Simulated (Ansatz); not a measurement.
Species: C$_{3}$H$_{6}$O, SMILES `CC(=C)O` (C–C–O–H torsion 180°) (charge 0, multiplicity 1), formula C3H6O.

Question: How many basis functions does frozen-core CCSD(T)/cc-pVTZ // B3LYP-D3(BJ)/def2-TZVP in Ansatz (a quantum-chemistry and plane-wave program) use, how many core orbitals are frozen, and how many electrons are correlated?

Answer: 204 basis functions and 4 frozen orbitals, which leaves 24 correlated electrons. Core time is of the order of minutes.
